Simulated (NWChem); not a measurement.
System: silylphosphine (SiPH5); SMILES [SiH3]P

Input file for NWChem:

```
start job
memory heap 200 mb stack 900 mb global 1100 mb
geometry units angstroms noautosym nocenter noautoz
  Si    -0.000058     1.072848    -0.022570
  P      0.000037    -1.193726    -0.099637
  H     -1.217868     1.560329    -0.737495
  H      1.213418     1.560650    -0.744609
  H      0.003922     1.630623     1.364565
  H     -1.038621    -1.320778     0.874102
  H      1.044662    -1.320449     0.867743
end
basis spherical
  Si library def2-svp
  P library def2-svp
  H library def2-svp
end
dft
  xc pbe0
  iterations 150
end
cosmo
  do_cosmo_smd true
  solvent propnol2
end
task dft energy
```

NWChem printed, in part:

```
             Northwest Computational Chemistry Package (NWChem) 7.3.0
             --------------------------------------------------------

                             Geometry "geometry" -> ""
                             -------------------------

 Output coordinates in angstroms (scale by  1.889725989 to convert to a.u.)

  No.       Tag          Charge          X              Y              Z
 ---- ---------------- ---------- -------------- -------------- --------------
    1 Si                  14.0000    -0.00005800     1.07284800    -0.02257000
    2 P                   15.0000     0.00003700    -1.19372600    -0.09963700
    3 H                    1.0000    -1.21786800     1.56032900    -0.73749500
    4 H                    1.0000     1.21341800     1.56065000    -0.74460900
    5 H                    1.0000     0.00392200     1.63062300     1.36456500
    6 H                    1.0000    -1.03862100    -1.32077800     0.87410200
    7 H                    1.0000     1.04466200    -1.32044900     0.86774300

 Effective nuclear repulsion energy (a.u.)      89.8287536465

                                 NWChem DFT Module
                                 -----------------

 Summary of "ao basis" -> "ao basis" (spherical)
 ------------------------------------------------------------------------------
       Tag                 Description            Shells   Functions and Types
 ---------------- ------------------------------  ------  ---------------------
 Si                         def2-svp                 8       18   4s3p1d
 P                          def2-svp                 8       18   4s3p1d
 H                          def2-svp                 3        5   2s1p

 in cosmo_initialize ...
 calling solv_data for solv:propnol2

 solvent parameters
 solvname_short: propnol2
 solvname_long:  2-propanol
 dielec:       19.2640
 dielecinf:     1.8978
 nonaqueous SMD model solvent descriptors
 dielec:       19.2640
 sola:          0.3300
 solb:          0.5600
 solc:          0.0000
 solg:         30.1300
 solh:          0.0000
 soln:          1.3776

          ---------------
          -cosmo- solvent
          ---------------
 Cosmo: York-Karplus, doi: 10.1021/jp992097l
 dielectric constant -eps-     =  19.26
 screen = (eps-1)/(eps    )    =   0.94809
 surface charge correction     = lagrangian

   van der Waals surface
 --------------------------

 ---------- ATOMIC COORDINATES (A.U.) ------------ VDWR(ANG.) --
     1   -0.00010960    2.02738875   -0.04265112     2.470
     2    0.00006992   -2.25581505   -0.18828663     2.120
     3   -2.30143681    2.94859426   -1.39366347     1.200
     4    2.29302753    2.94920086   -1.40710698     1.200
     5    0.00741151    3.08143066    2.57865394     1.200
     6   -1.96270910   -2.49590851    1.65181327     1.200
     7    1.97412493   -2.49528679    1.63979650     1.200
 number of segments per atom =        128
 number of   points per atom =        128
 atom (   nspa,  nppa )
 ----------------------
    1 (     92,     0 )       0
    2 (     78,     0 )       0
    3 (     33,     0 )       0
    4 (     33,     0 )       0
    5 (     34,     0 )       0
    6 (     52,     0 )       0
    7 (     52,     0 )       0
 number of -cosmo- surface points =      374
 molecular surface =    106.414 angstrom**2
 molecular volume  =     91.669 angstrom**3
 -lineq- algorithm             =   0
 -bem- low  level              =   3
 -bem- from -octahedral-
 gaussian surface charge width =   4.50000
 degree of switching           =   1.00000
 switching function tolerance  =   0.00010
 atomic radii =
 --------------
    1 14.000  2.470
    2 15.000  2.120
    3  1.000  1.200
    4  1.000  1.200
    5  1.000  1.200
    6  1.000  1.200
    7  1.000  1.200
 ...... end of -cosmo- initialization ......

 nat:                     7
 ixmem:                  2814
 calling mnsol_interface()
 G(SMD-CDS) energy (kcal/mol)  =     0.408
 SMD-CDS SASA (angstrom**2)    =   122.483

            General Information
            -------------------
          SCF calculation type: DFT
          Wavefunction type:  closed shell.
          No. of atoms     :     7
          No. of electrons :    34
           Alpha electrons :    17
            Beta electrons :    17
          Charge           :     0
          Spin multiplicity:     1
          Use of symmetry is: off; symmetry adaption is: off
          Maximum number of iterations: 150
          AO basis - number of functions:    61
                     number of shells:    31
          Convergence on energy requested:  1.00D-06
          Convergence on density requested:  1.00D-05
          Convergence on gradient requested:  5.00D-04

              XC Information
              --------------
                         PBE0 Method XC Functional
                     Hartree-Fock (Exact) Exchange  0.250
          PerdewBurkeErnzerhof Exchange Functional  0.750
            Perdew 1991 LDA Correlation Functional  1.000 local
           PerdewBurkeErnz. Correlation Functional  1.000 non-local

             Grid Information
             ----------------
          Grid used for XC integration:  medium
          Radial quadrature: Mura-Knowles
          Angular quadrature: Lebedev.
          Tag              B.-S. Rad. Rad. Pts. Rad. Cut. Ang. Pts.
          ---              ---------- --------- --------- ---------
          Si                  1.10       88           9.0       590
          P                   1.00       88          10.0       590
          H                   0.35       45          11.0       434
          Grid pruning is: on
          Number of quadrature shells:   401
          Spatial weights used:  Erf1

      Superposition of Atomic Density Guess
      -------------------------------------

 Sum of atomic energies:        -631.77259970

      Non-variational initial energy
      ------------------------------

 Total energy =    -632.318875
 1-e energy   =   -1052.952807
 2-e energy   =     330.805178
 HOMO         =      -0.291645
 LUMO         =       0.086121

   convergence    iter        energy       DeltaE   RMS-Dens  Diis-err
 ---------------- ----- ----------------- --------- --------- ---------
     COSMO gas phase
 d= 0,ls=0.0,diis     1   -633.3629910074 -7.23D+02  7.10D-03  1.33D-01
 d= 0,ls=0.0,diis     2   -633.3784318866 -1.54D-02  3.56D-03  1.92D-02
 d= 0,ls=0.0,diis     3   -633.3815860850 -3.15D-03  1.15D-03  3.90D-03
 d= 0,ls=0.0,diis     4   -633.3823191133 -7.33D-04  2.32D-04  8.16D-05
 d= 0,ls=0.0,diis     5   -633.3823345947 -1.55D-05  4.96D-05  3.49D-06
 d= 0,ls=0.0,diis     6   -633.3823352696 -6.75D-07  8.50D-06  1.60D-07

   convergence    iter        energy       DeltaE   RMS-Dens  Diis-err
 ---------------- ----- ----------------- --------- --------- ---------
     COSMO solvation phase
 d= 0,ls=0.0,diis     1   -633.3835945479 -1.26D-03  1.38D-03  8.38D-04
 d= 0,ls=0.0,diis     2   -633.3839191689 -3.25D-04  3.96D-04  2.11D-04
 d= 0,ls=0.0,diis     3   -633.3839588037 -3.96D-05  1.30D-04  1.63D-05
 d= 0,ls=0.0,diis     4   -633.3839625116 -3.71D-06  3.47D-05  1.72D-06
 d= 0,ls=0.0,diis     5   -633.3839628389 -3.27D-07  4.31D-06  2.76D-08

         Total DFT energy =     -633.383962838886
      One electron energy =    -1054.649526193317
           Coulomb energy =      377.183900339232
    Exchange-Corr. energy =      -45.706061840651
 Nuclear repulsion energy =       89.828753646466

             COSMO energy =       -0.041028790616

 Numeric. integr. density =       33.999993144962

                                COSMO-SMD solvation results
                                ---------------------------

             internal energy in gas <Psi(g)|H|Psi(g)> =      -633.382335269562
         internal energy in solvent <Psi(s)|H|Psi(s)> =      -633.381854641537
                               delta internal energy  =         0.000480628025 (    0.30 kcal/mol)
   total free energy in solvent <Psi(s)|H+V/2|Psi(s)> =      -633.384612510422
 polarization energy contribution <Psi(s)|V/2|Psi(s)> =        -0.002757868885 (   -1.73 kcal/mol)
    total free energy in solvent including G(SMD-CDS) =      -633.383962838886
                       G(SMD-CDS) energy contribution =         0.000649671536 (    0.41 kcal/mol)
     1 M fixed-concentration free energy of solvation =        -0.001627569324 (   -1.02 kcal/mol)

                       DFT Final Molecular Orbital Analysis
                       ------------------------------------

 Vector   15  Occ=2.000000D+00  E=-3.556259D-01
              MO Center= -8.4D-04,  9.5D-01, -3.4D-01, r^2= 3.3D+00
   Bfn.  Coefficient  Atom+Function         Bfn.  Coefficient  Atom+Function
  ----- ------------  ---------------      ----- ------------  ---------------
    37      0.299829  3 H  s                 42     -0.299882  4 H  s
     8     -0.272401  1 Si px                11     -0.200138  1 Si px
    38      0.168034  3 H  s                 43     -0.168074  4 H  s
     5      0.153250  1 Si px                52     -0.148328  6 H  s
    57      0.148305  7 H  s                 26      0.133698  2 P  px

 Vector   16  Occ=2.000000D+00  E=-3.352523D-01
              MO Center= -1.6D-04,  4.7D-02, -8.2D-02, r^2= 3.4D+00
   Bfn.  Coefficient  Atom+Function         Bfn.  Coefficient  Atom+Function
  ----- ------------  ---------------      ----- ------------  ---------------
    30     -0.240868  2 P  py                27     -0.224208  2 P  py
     9      0.221343  1 Si py                28      0.183826  2 P  pz
    31      0.180649  2 P  pz                37      0.180112  3 H  s
    42      0.180042  4 H  s                 52      0.161956  6 H  s
    57      0.161975  7 H  s                 12      0.159553  1 Si py

 Vector   17  Occ=2.000000D+00  E=-2.811014D-01
              MO Center= -1.2D-04, -9.8D-01, -1.4D-01, r^2= 2.8D+00
   Bfn.  Coefficient  Atom+Function         Bfn.  Coefficient  Atom+Function
  ----- ------------  ---------------      ----- ------------  ---------------
    31      0.354178  2 P  pz                30      0.319445  2 P  py
    22     -0.305402  2 P  s                 21     -0.262599  2 P  s
    28      0.254284  2 P  pz                27      0.243109  2 P  py
    20     -0.174294  2 P  s                  9     -0.164843  1 Si py
    12     -0.149406  1 Si py                47     -0.149811  5 H  s

 Vector   18  Occ=0.000000D+00  E= 2.605987D-02
              MO Center=  4.0D-04,  2.9D-01,  1.1D-01, r^2= 4.5D+00
   Bfn.  Coefficient  Atom+Function         Bfn.  Coefficient  Atom+Function
  ----- ------------  ---------------      ----- ------------  ---------------
    12      0.974207  1 Si py                30      0.879498  2 P  py
    13     -0.460406  1 Si pz                 3     -0.409599  1 Si s
    22      0.410913  2 P  s                  4     -0.371747  1 Si s
    48      0.371668  5 H  s                  9      0.231076  1 Si py
    27      0.225348  2 P  py                38     -0.192236  3 H  s

 Vector   19  Occ=0.000000D+00  E= 3.531158D-02
              MO Center=  4.3D-04, -6.2D-01,  1.1D-01, r^2= 4.0D+00
   Bfn.  Coefficient  Atom+Function         Bfn.  Coefficient  Atom+Function
  ----- ------------  ---------------      ----- ------------  ---------------
    29      0.861945  2 P  px                53      0.743958  6 H  s
    58     -0.743440  7 H  s                 11      0.650694  1 Si px
    38      0.491305  3 H  s                 43     -0.491523  4 H  s
    52      0.248482  6 H  s                 57     -0.248429  7 H  s
    26      0.197467  2 P  px                35      0.130152  2 P  d  1

 Vector   20  Occ=0.000000D+00  E= 4.163300D-02
              MO Center=  1.4D-03,  1.2D-01,  3.4D-01, r^2= 5.2D+00
   Bfn.  Coefficient  Atom+Function         Bfn.  Coefficient  Atom+Function
  ----- ------------  ---------------      ----- ------------  ---------------
    22      1.339146  2 P  s                 48     -0.894378  5 H  s
    53     -0.808138  6 H  s                 58     -0.808680  7 H  s
    12      0.802822  1 Si py                13      0.683622  1 Si pz
    31      0.621875  2 P  pz                 3      0.415420  1 Si s
    21      0.276297  2 P  s                 30      0.202172  2 P  py

     Multipole analysis of the density
     ---------------------------------

     L   x y z        total         alpha         beta         nuclear
     -   - - -        -----         -----         ----         -------
     0   0 0 0     -0.000000    -17.000000    -17.000000     34.000000

     1   1 0 0      0.001335     -0.004299     -0.004299      0.009932
     1   0 1 0      0.152205      0.808979      0.808979     -1.465753
     1   0 0 1      0.463562      0.407742      0.407742     -0.351922

     2   2 0 0    -21.605525    -19.954781    -19.954781     18.304038
     2   1 1 0     -0.004440      0.014434      0.014434     -0.033309
     2   1 0 1     -0.003260      0.000866      0.000866     -0.004993
     2   0 2 0    -23.689263    -98.453641    -98.453641    173.218019
     2   0 1 1     -1.543458      0.911907      0.911907     -3.367272
     2   0 0 2    -22.814069    -19.680219    -19.680219     16.546369
```

Level: PBE0/def2-SVP, SMD on the gas-phase geometry. Geometry: optimised at PBE0/def2-SVP. Solvent: 2-propanol.
